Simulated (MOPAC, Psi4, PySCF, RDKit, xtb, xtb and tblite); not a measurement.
Relaxed torsion scan: C₈H₈O₂, SMILES COc1cccc(C=O)c1. Scanned: dihedral C6–C7–C8–O9; all other coordinates were relaxed at GFN2-xTB. Points at φ and −φ are mirror images.

Geometry of the scan point at 150° (Å):
```
18

C     -2.8120     0.7279     0.3365
O     -2.1778    -0.5153     0.1416
C     -0.8268    -0.5406     0.0206
C     -0.2553    -1.8001    -0.1908
C      1.1106    -1.9380    -0.3331
C      1.9392    -0.8318    -0.2511
C      1.3816     0.4240    -0.0335
C      2.2326     1.6218    -0.0363
O      1.8771     2.7240    -0.3664
C     -0.0008     0.5728     0.0829
H     -2.4851     1.2030     1.2666
H     -2.6304     1.4062    -0.5026
H     -3.8763     0.5077     0.3989
H     -0.9115    -2.6544    -0.2441
H      1.5319    -2.9163    -0.5081
H      3.0083    -0.9354    -0.3600
H      3.2883     1.4217     0.2390
H     -0.3882     1.5692     0.2259
```

GFN2-xTB (xtb and tblite); MMFF94 // GFN2-xTB (RDKit); B3LYP/def2-SVP // GFN2-xTB (Psi4); B3LYP-D3(BJ)/def2-SVP // GFN2-xTB (Psi4); PBE/def2-SVP // GFN2-xTB (Psi4); PBE-D3(BJ)/def2-SVP // GFN2-xTB (Psi4); UFF // GFN2-xTB (RDKit); PM7, restricted, heats of formation // GFN2-xTB (MOPAC); AM1, restricted, heats of formation // GFN2-xTB (MOPAC); GFN1-xTB // GFN2-xTB (xtb); RKS-B3LYP/6-31G* = restricted B3LYP/6-31G*, spherical d, density fitting // GFN2-xTB (PySCF); RMP2/3-21G = restricted MP2 (frozen core)/3-21G // GFN2-xTB (PySCF 2.14.0); RKS-B3LYP/LANL2DZ = restricted B3LYP/LANL2DZ, density fitting // GFN2-xTB (PySCF); RHF/6-31G* = PySCF 2.14.0 with restricted Hartree-Fock/6-31G*, spherical d, density fitting // GFN2-xTB.

Least-squares fit of E(φ) = a0 + Σ (a_n cos nφ + b_n sin nφ), n = 1 to 4, to the 12 scan points, in kJ/mol above the lowest point of each profile (levels whose profile four harmonics don't fit are not listed):

```tsv
method	a0	a1	b1	a2	b2	a3	b3	a4	b4	rms of fit
GFN2-xTB	12.51	1.33	0.00	-12.14	0.00	-0.08	0.00	0.93	0.00	0.08
MMFF94	17.95	1.75	0.00	-17.72	0.00	-0.25	0.00	1.53	0.00	0.19
B3LYP/def2-SVP	22.00	1.96	0.00	-21.27	0.00	0.00	0.00	1.33	0.00	0.19
B3LYP-D3(BJ)/def2-SVP	22.19	2.02	0.00	-21.44	0.00	-0.02	0.00	1.37	0.00	0.20
PBE/def2-SVP	22.94	2.02	0.00	-22.35	0.00	-0.06	0.00	1.53	0.00	0.25
PBE-D3(BJ)/def2-SVP	23.05	2.06	0.00	-22.44	0.00	-0.07	0.00	1.55	0.00	0.26
UFF	16.47	0.37	0.00	-18.24	0.00	-0.97	0.00	2.34	0.00	0.32
PM7	3.98	0.87	0.00	-2.69	0.00	0.19	0.00	-0.46	0.00	0.21
AM1	6.44	0.37	0.00	-5.77	0.00	0.38	0.00	-0.13	0.00	0.15
GFN1-xTB	12.63	1.32	0.00	-11.98	0.00	-0.08	0.00	0.52	0.00	0.04
RKS-B3LYP/6-31G*	21.64	1.74	0.00	-21.44	0.00	-0.03	0.00	1.67	0.00	0.22
RMP2/3-21G	24.42	2.22	0.00	-23.30	0.00	-0.14	0.00	1.01	0.00	0.18
RKS-B3LYP/LANL2DZ	22.77	1.98	0.00	-22.37	0.00	0.16	0.00	1.97	0.00	0.30
RHF/6-31G*	18.77	1.84	0.00	-17.95	0.00	0.13	0.00	1.13	0.00	0.08
```
